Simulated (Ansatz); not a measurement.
Geometry optimisation, Ansatz, RKS B3LYP-D4/def2-SVP.

input.yaml

```yaml
crystal:
  periodic: [false, false, false]
  atoms:
    - { symbol: Zn, position_ang: [0.0, 0.0, 0.0] }
    - { symbol: Cl, position_ang: [0.0, 0.0, 2.24] }
    - { symbol: O, position_ang: [0.0, 0.0, -1.79] }
    - { symbol: H, position_ang: [0.2547, -0.9174, -2.1271] }
basis:
  gaussian: { orbitals: def2-SVP }
hamiltonian:
  xc: b3lyp
  dispersion: d4
relax:
  f_tol: 0.02
  max_steps: 40
```

Command:

```bash
$ ansatz run input.yaml --threads 1 --pin off --max-ram 2048MiB --backend cpu --events-out ev --progress --plain --runs-dir out
```

Task: Where does it end, and by what steps?

Result: The forces met the threshold. After 5 steps the energy has fallen by 0.160 eV; Cl2 moved furthest, 0.10 Å.

```tsv
step	energy less start (eV)	largest force component (eV/Å)	accepted
0	0.0000	1.681	yes
1	-0.1413	0.573	yes
2	-0.1564	0.201	yes
3	-0.1573	0.118	yes
4	-0.1584	0.232	yes
5	-0.1597	0.007	yes
```

```xyz
4
Properties=species:S:1:pos:R:3
Zn 0.019 -0.068 0.046
Cl -0.011 0.039 2.152
O 0.007 -0.025 -1.728
H 0.240 -0.863 -2.148
```

Whether the end is a true minimum wasn't checked by a vibrational analysis.

Time of the run: 12 s on 1 thread of Intel(R) Xeon(R) Platinum 8488C (Sapphire Rapids), on a shared host, peak memory 0.15 GiB.
